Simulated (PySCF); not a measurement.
F3In, singlet, geometry from GFN2-xTB (such geometries of metal compounds can be far from the true shape) (all electrons, no relativity); HF/STO-3G (PySCF).

The PySCF input:
```python
from pyscf import gto, scf

mol = gto.M(
    atom='''
In    0.00000000    0.00000000    0.00000000
F    -1.67769182   -1.02031088    0.03026648
F     0.01519865    1.84496979   -0.67264826
F     1.66249317   -0.82465891    0.64238177
''',
    basis='sto-3g',
    verbose=4,
)

mf = scf.RHF(mol)
mf.kernel()
mf.analyze()
```

Output, abridged:

```
PySCF version 2.14.0

[INPUT] verbose = 4
[INPUT] num. atoms = 4
[INPUT] num. electrons = 76
[INPUT] charge = 0
[INPUT] spin (= nelec alpha-beta = 2S) = 0
[INPUT] symmetry False subgroup None
[INPUT] Mole.unit = angstrom
[INPUT] Symbol           X                Y                Z      unit          X                Y                Z       unit  Magmom
[INPUT]  1 In     0.000000000000   0.000000000000   0.000000000000 AA    0.000000000000   0.000000000000   0.000000000000 Bohr   0.0
[INPUT]  2 F     -1.677691820000  -1.020310880000   0.030266480000 AA   -3.170378061223  -1.928108125114   0.057195357955 Bohr   0.0
[INPUT]  3 F      0.015198650000   1.844969790000  -0.672648260000 AA    0.028721285963   3.486487611196  -1.271120989565 Bohr   0.0
[INPUT]  4 F      1.662493170000  -0.824658910000   0.642381770000 AA    3.141656775260  -1.558379486082   1.213925612713 Bohr   0.0

nuclear repulsion = 394.303873076735
number of shells = 20
number of NR pGTOs = 126
number of NR cGTOs = 42
basis = sto-3g
ecp = {}

******** <class 'pyscf.scf.hf.RHF'> ********
method = RHF
initial guess = minao
damping factor = 0
level_shift factor = 0
DIIS = <class 'pyscf.scf.diis.CDIIS'>
diis_start_cycle = 1
diis_space = 8
diis_damp = 0
SCF conv_tol = 1e-09
SCF conv_tol_grad = None
SCF max_cycles = 50
direct_scf = True
direct_scf_tol = 1e-13
Set gradient conv threshold to 3.16228e-05
Initial guess from minao.
init E= -5960.84705504222
  HOMO = -0.877681853769779  LUMO = -0.443195914032145  gap/eV = 11.82296
cycle= 1 E= -5976.88426295449  delta_E=  -16  |g|= 0.429  |ddm|= 2.57
  HOMO = -0.254972920127495  LUMO = 0.205049971300395  gap/eV = 12.51786
cycle= 2 E= -5976.97936021909  delta_E= -0.0951  |g|= 0.0848  |ddm|= 0.903
  HOMO = -0.324040028974042  LUMO = 0.229983855889971  gap/eV = 15.07576
cycle= 3 E= -5976.98378136502  delta_E= -0.00442  |g|= 0.0266  |ddm|= 0.173
  HOMO = -0.32136848217242  LUMO = 0.228577330604342  gap/eV = 14.96479
cycle= 4 E= -5976.98448201596  delta_E= -0.000701  |g|= 0.00752  |ddm|= 0.0821
  HOMO = -0.321532610159674  LUMO = 0.228754964924035  gap/eV = 14.97409
cycle= 5 E= -5976.98455077072  delta_E= -6.88e-05  |g|= 0.00113  |ddm|= 0.031
  HOMO = -0.321411762651017  LUMO = 0.228785707890442  gap/eV = 14.97164
cycle= 6 E= -5976.98455240098  delta_E= -1.63e-06  |g|= 0.00016  |ddm|= 0.00449
  HOMO = -0.321358129363553  LUMO = 0.228788320934983  gap/eV = 14.97025
cycle= 7 E= -5976.98455242986  delta_E= -2.89e-08  |g|= 1.84e-05  |ddm|= 0.000623
  HOMO = -0.32135656606237  LUMO = 0.228790756295268  gap/eV = 14.97027
cycle= 8 E= -5976.98455243015  delta_E= -2.95e-10  |g|= 1.81e-06  |ddm|= 6.13e-05
  HOMO = -0.321356321285937  LUMO = 0.228790755960601  gap/eV = 14.97026
Extra cycle  E= -5976.98455243015  delta_E=    0  |g|= 6.84e-07  |ddm|= 3.98e-06
converged SCF energy = -5976.98455243015
**** SCF Summaries ****
Total Energy =                       -5976.984552430150870
Nuclear Repulsion Energy =             394.303873076735499
One-electron Energy =                -9076.362742492596226
Two-electron Energy =                 2705.074316985709629
Two-electron Coulomb Energy =         2890.908804695183790
DFT Exchange-Correlation Energy =     -185.834487709474161
HOMO-LUMO gap [eV] =                    14.970264486730304
**** MO energy ****
MO #1   energy= -986.891756395611  occ= 2
MO #2   energy= -146.028053144361  occ= 2
MO #3   energy= -138.040089091672  occ= 2
MO #4   energy= -138.038474247227  occ= 2
MO #5   energy= -138.038474247223  occ= 2
MO #6   energy= -27.7188684027699  occ= 2
MO #7   energy= -25.7554845755782  occ= 2
MO #8   energy= -25.7554845754241  occ= 2
MO #9   energy= -25.7554068564143  occ= 2
MO #10  energy= -24.7391820550774  occ= 2
MO #11  energy= -24.7340523389573  occ= 2
MO #12  energy= -24.7340523389525  occ= 2
MO #13  energy= -16.604686380376   occ= 2
MO #14  energy= -16.6039787731471  occ= 2
MO #15  energy= -16.6039787731413  occ= 2
MO #16  energy= -16.5993866727707  occ= 2
MO #17  energy= -16.5993866727654  occ= 2
MO #18  energy= -4.27106757020717  occ= 2
MO #19  energy= -3.09294868169454  occ= 2
MO #20  energy= -3.08180913593332  occ= 2
MO #21  energy= -3.08180913591725  occ= 2
MO #22  energy= -1.34950114107929  occ= 2
MO #23  energy= -1.34429300383029  occ= 2
MO #24  energy= -1.3442930035006   occ= 2
MO #25  energy= -0.586620989251664 occ= 2
MO #26  energy= -0.584835991007759 occ= 2
MO #27  energy= -0.584835990972524 occ= 2
MO #28  energy= -0.581370523411667 occ= 2
MO #29  energy= -0.581370523359741 occ= 2
MO #30  energy= -0.427549731735508 occ= 2
MO #31  energy= -0.404077284295706 occ= 2
MO #32  energy= -0.40407728410364  occ= 2
MO #33  energy= -0.400918720369967 occ= 2
MO #34  energy= -0.374977044499502 occ= 2
MO #35  energy= -0.363596700089505 occ= 2
MO #36  energy= -0.363596699973601 occ= 2
MO #37  energy= -0.321356321575787 occ= 2
MO #38  energy= -0.321356321285937 occ= 2
MO #39  energy= 0.228790755960601  occ= 0
MO #40  energy= 0.271233723543277  occ= 0
MO #41  energy= 0.493015301035655  occ= 0
MO #42  energy= 0.493015301618806  occ= 0
 ** Mulliken pop on meta-lowdin orthogonal AOs  **
 ** Mulliken pop  **
 ** Mulliken atomic charges  **
charge of    0In =      0.83615
charge of    1F =     -0.27872
charge of    2F =     -0.27872
charge of    3F =     -0.27872
Dipole moment(X, Y, Z, Debye):  0.00000,  0.00000,  0.00000
```
